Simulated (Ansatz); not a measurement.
Species: InO, charge 0, multiplicity 2. SMILES: [In]=[O]
Geometry: optimised at B3LYP-D3(BJ)/def2-TZVP (Ansatz, a first-principles code).

Quantity: atomisation energy (electronic, to ground-state atoms), in kJ/mol. Valence correlation only, unless marked. UHF or UKS for open shells. No spin-orbit coupling. Frozen are the shells of the preceding noble gas and the d and f shells that filled before the atom's block. Past Kr the def2 sets carry scalar-relativistic core potentials. 

```tsv
level	program	atomisation energy (kJ/mol)
B97M-V/def2-TZVPD	Ansatz	361.9
PBE0/def2-QZVPP	Ansatz	336.3
r2SCANh/def2-TZVPD	Ansatz	343.2
LC-wPBE-D3(BJ)/def2-TZVPD	Ansatz + dftd3	337.7
B2PLYP-D4/def2-TZVPD	Ansatz + dftd4	323.6
B2PLYP/def2-TZVPD	Ansatz	321.8
RPA@PBE/def2-TZVPP	Ansatz	300.2
RI-MP2/def2-TZVPPD	Ansatz	318.8
CCSDT(Q)/def2-SVP	Ansatz	282.6
```

The Hartree-Fock reference is unstable (checked in the largest basis), which strains HF and MP2. The T1 diagnostic of CCSD in the largest basis is 0.066, which is high, so the coupled-cluster rows are less sure than usual.
